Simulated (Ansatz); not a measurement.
`N[SiH](O)S[SiH3]` + NH₃ → `N[SiH](N)O` + `[SiH3]S`  (ligand exchange at the Si–S bond)

Program: Ansatz. Geometries: PBE0-D4/def2-TZVP. ΔE: electronic, gas phase. CCSD(T)/CBS is the MP2 limit (def2-TZVPP, def2-QZVPP) plus CCSD(T) − MP2 in def2-TZVPP, frozen cores. This one scheme is used for every species. DFT in def2-TZVPP. HSE06 is defined as in plane-wave codes. One conformer a species, not always the lowest.

`N[SiH](O)S[SiH3]`:

Z-matrix (Å, degrees):
```
Si
O 1 1.644
S 1 2.130 2 103.9
N 1 1.702 2 112.5 3 -121.6
H 1 1.483 2 111.5 3 119.8
H 2 0.959 1 116.5 3 -179.3
Si 3 2.140 1 98.4 2 40.5
H 4 1.007 1 121.7 2 66.6
H 4 1.007 1 119.8 2 -144.3
H 7 1.482 3 112.0 1 -80.8
H 7 1.485 3 105.8 1 160.3
H 7 1.485 3 110.6 1 42.0
```

NH₃:

```xyz
4

N    -0.040    0.279    0.000
H     0.838    0.026   -0.436
H    -0.025   -0.098    0.940
H    -0.772   -0.207   -0.504
```

`N[SiH](N)O`:

```xyz
10

N     1.114   -0.933   -0.102
Si   -0.330   -0.132    0.352
N    -0.002    1.524    0.103
O    -1.550   -0.848   -0.493
H     1.127   -1.937   -0.181
H     2.001   -0.581    0.220
H    -0.807   -0.250    1.751
H     0.442    1.853   -0.738
H    -0.575    2.233    0.528
H    -1.420   -0.929   -1.440
```

`[SiH3]S`:

Cartesian coordinates in Å:
```
Si -0.009 -0.525 -0.053
S -0.675 1.488 -0.319
H 1.347 -0.733 -0.621
H -0.997 -1.352 -0.786
H 0.010 -0.909 1.381
H 0.323 2.031 0.398
```

| level | ΔE (kJ/mol) |
| --- | --- |
| BLYP-D4 | 7.1 |
| HSE06-D4 | 11.6 |
| LC-ωPBE | 1.6 |
| MP2/CBS(def2) | 10.5 |

Question: What does CCSD(T)/CBS give? (An estimate is asked.)

Answer: Ansatz gave: +5.8 kJ/mol. The listed levels differ from it by 1.3, 5.8, -4.2, 4.7 kJ/mol.

Largest T1 diagnostic among the species: 0.011.

The D4 term adds +10.4 kJ/mol with B3LYP and +5.9 kJ/mol with PBE0; it sums over pairs of atoms, weighted by their polarisabilities, and B3LYP, whose exchange is more repulsive, gets the larger term. Leaving LDA and LC-ωPBE aside and taking each functional with its dispersion term where it has one, the values, not all of them listed here, spread over 17.5 kJ/mol, from CAM-B3LYP-D4 to revPBE-D4. In def2-TZVPP, CCSD(T) changes the Hartree–Fock value by +13.6 kJ/mol (the triples alone add +3.7 kJ/mol) and MP2 by +18.3 kJ/mol.

B3LYP here is the variant with VWN-RPA as its local correlation; programs differ in this.
